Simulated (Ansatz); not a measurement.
Reading a saddle point

A first-order saddle point of GaSiH7O, closed shell, PBE0-D4/def2-TZVP, with one imaginary mode of 1314i cm⁻¹:

Ga1  (-0.444, -1.283, 0.099)
Si2  (1.053, 0.917, -0.347)
H3  (-1.052, -1.635, -1.294)
H4  (0.420, -2.128, 1.076)
H5  (-0.524, 0.545, 0.501)
O6  (-1.570, -0.019, 1.079)
H7  (0.684, 1.962, -1.341)
H8  (1.928, 1.508, 0.699)
H9  (1.875, -0.099, -1.082)
H10  (-2.371, 0.232, 0.609)
(Å)

Program: Ansatz 0.2.0. Basis: def2-TZVPP and def2-QZVPP. Cores are frozen in the correlated methods. Filled d shells of the heavier atoms are correlated. The def2 sets are not built for correlating such inner shells, so the correlated values are less sure here. Extrapolation: Hartree–Fock as exp(−7.88 √X), correlation as X^−2.97.

**Question.** Which contacts change along the imaginary mode, and what lies on either side? (Judge from chemistry; the calculation decides.)

**Answer.** The calculation gives: The step is GaSiH₅ ([SiH3][GaH2]) + H₂O → GaH₃O ([OH][GaH2]) + SiH₄, with the molecules in contact on both sides. Shortening one way: Ga1–O6, Si2–H5; lengthening the same way: Ga1–Si2, H5–O6.
| pair | one side (Å) | saddle (Å) | other side (Å) |
| --- | --- | --- | --- |
| Ga1–O6 | 2.20 | 1.96 | 1.79 |
| Si2–H5 | 2.99 | 1.83 | 1.50 |
| Ga1–Si2 | 2.42 | 2.70 | 3.38 |
| H5–O6 | 0.96 | 1.32 | 2.93 |

**Question.** Which side is lower, and how far does the saddle lie above each? (Judge from chemistry; the value comes from the calculation.)

**Answer.** By the calculation: The side with Ga1–O6, Si2–H5 short is lower by 0.041 eV; the saddle lies 1.395 eV above it and 1.354 eV above the other (CCSD(T) at an estimated basis limit (MP2 extrapolated from triple and quadruple zeta, plus CCSD(T) − MP2 in triple zeta); electronic energies).

T1 diagnostic: at most 0.015. The end structure is not quite a true minimum (one mode of 56i cm⁻¹).

Labels in which every atom is bracketed show which atoms are joined, not bond orders.

For scale, one of the runs: CCSD(T)/def2-TZVPP, 219 basis functions, launched by `ansatz run in.yaml --threads 4 --pin off --events-out ev --progress --plain --max-ram 9574MiB`. Time: 89 s of wall clock on 4 CPU threads of an Intel Xeon; the host was shared. Peak host memory: 3.2 GiB.
